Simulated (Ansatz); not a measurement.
In2As⁻. Charge -1, multiplicity 3. Geometry PBE-D4/def2-TZVP, that of the neutral doublet; atoms count from 1.

Cartesian coordinates in Å:
```
In -0.017 -1.177 -1.963
In -0.925 0.816 1.929
As 0.941 0.361 0.035
```

In the def2 sets In takes a core potential; there is no spin–orbit coupling. The highest occupied level of the charge -1 triplet lies above zero (up to 0.70 eV). By energy differences its removal costs 0.54 eV (vertical, to the charge 0 doublet, at PBE0-D4/def2-TZVPD); a positive level beside a positive removal energy at the same level points to self-interaction error. At PBE0-D4/def2-TZVPD a singlet of charge -1 lies 1.48 eV below the triplet at the same geometry. The structure comes from a short search, and lower isomers may exist.

Q: Estimate the Mulliken populations from the PBE0/def2-TZVPD orbitals of Ansatz.

A: 
| atom | charge (e) | spin (α − β) |
| --- | --- | --- |
| In1 | -0.26 | 0.54 |
| In2 | -0.26 | 0.54 |
| As3 | -0.49 | 0.92 |
Mulliken values and Mayer orders depend strongly on the basis. With diffuse functions, as here, like atoms can get unlike values, and bond orders can come out too low or too high.

Q: Where does the spin sit?

A: Summed by element: In 1.08, As 0.92, of 2 unpaired in all. Largest on single atoms: As3 0.92, In2 0.54, In1 0.54.

Q: And the Mayer bond orders between bonded heavy atoms (over 0.3)?

A: In1–As3 1.12 (2.70 Å); In2–As3 1.12 (2.70 Å). Values over 0.3 also appear between atoms too far apart for a bond (In1–In2 0.58 at 4.47 Å); they arise where an orbital or an unpaired electron spreads over both atoms.
